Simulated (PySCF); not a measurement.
Species: C7H6N2O.
SMILES: `n1cc2c(o1)ccc(c2)N`

The closed-shell SCF was solved with PySCF and density fitting under several settings on one GFN2-xTB geometry (grid level 2 and gas phase unless stated).

| settings | basis functions | SCF cycles | E (Eh) | HOMO (eV) | LUMO (eV) | dipole (D) |
| --- | --- | --- | --- | --- | --- | --- |
| PBE0/6-31G-J | 144 | 15 | -454.4541 | -5.94 | -0.98 | 5.45 |
| PBE0/pcSseg-1, IEF-PCM acetone | 200 | 14 | -454.4831 | -5.98 | -1.23 | 6.50 |

Q: Estimate the row for these settings: PBE0/6-31++G**, fitting basis def2-universal-jkfit, start guess sap.

A: 
```csv
settings,basis functions,SCF cycles,E (Eh),HOMO (eV),LUMO (eV),dipole (D)
"PBE0/6-31++G**, fitting basis def2-universal-jkfit, start guess sap",216,17,-454.5442,-6.05,-1.16,4.83
```

Q: Over all rows, what range does the HOMO–LUMO gap span?

A: From 4.75 eV (PBE0/pcSseg-1, IEF-PCM acetone) to 4.96 eV (PBE0/6-31G-J).

Q: And the dipole moment?

A: From 4.83 D (PBE0/6-31++G**, fitting basis def2-universal-jkfit, start guess sap) to 6.50 D (PBE0/pcSseg-1, IEF-PCM acetone); the largest is 1.35 times the smallest, and the median is 5.45 D.

Q: Compare two rows with the functional PBE0: PBE0/6-31++G**, fitting basis def2-universal-jkfit, start guess sap and PBE0/6-31G-J. Which energy is lower, and by how much?

A: PBE0/6-31++G**, fitting basis def2-universal-jkfit, start guess sap (216 functions) lies 0.0901 Eh or 57 kcal/mol below PBE0/6-31G-J (144 functions).

Whole jobs, the steps after the SCF included, on one thread, x86-64 server, no GPU, shared host:

```json
{"settings": "PBE0/6-31G-J", "work after the SCF": "shieldings, ring-centre shieldings", "wall time": "16 s"}
{"settings": "PBE0/pcSseg-1, IEF-PCM acetone", "work after the SCF": "shieldings, ring-centre shieldings", "wall time": "22 s"}
{"settings": "PBE0/6-31++G**, fitting basis def2-universal-jkfit, start guess sap", "work after the SCF": "shieldings, ring-centre shieldings, charges and field gradients", "wall time": "34 s"}
```

Cycle counts include a coarse-grid stage where the run had one. All basis functions are spherical, in the Pople sets too. Geometry: GFN2-xTB; no vibrations or thermal averaging.

Conformer computed: `[NH2:1][c:2]1[cH:3][cH:4][c:5]2[o:6][n:7][cH:8][c:9]2[cH:10]1`: H–N1–C2–C3 163°, H–N1–C2–C3 22°.
